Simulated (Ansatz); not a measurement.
Consider the cleavage of the Si–Ge bond: `[OH][GeH2][SiH](O)O` + `O[SiH2]O` → `O[SiH2]O[SiH](O)O` + `[OH][GeH3]`.

Gas-phase electronic energies from Ansatz, PBE0-D4/def2-TZVP geometries. CBS: MP2 limit from def2 TZ/QZ plus the TZ coupled-cluster correction, frozen cores. DFT in def2-TZVPP. For Ge outer-core shells are correlated without core-valence functions, which leaves a few kJ/mol of doubt a bond. Scalar relativity is left out up to krypton. Each species was taken in one conformer, which may not be the lowest.

```json
{"level": "r2SCAN", "ΔE (kcal/mol)": "-30.7"}
{"level": "HF/def2-QZVPP", "ΔE (kcal/mol)": "-39.1"}
```

Problem. What does CCSD(T)/CBS give? (An estimate is asked.)

Solution. Ansatz gave: -31.5 kcal/mol. The listed levels differ from it by 0.8, -7.6 kcal/mol.

Largest T1 diagnostic among the species: 0.012.

In def2-TZVPP, CCSD(T) changes the Hartree–Fock value by +6.2 kcal/mol (the triples alone add +0.8 kcal/mol) and MP2 by +5.7 kcal/mol. From PBE to PBE0 (25 % exact exchange), in def2-TZVPP and without D4, ΔE moves by −3.0 kcal/mol.
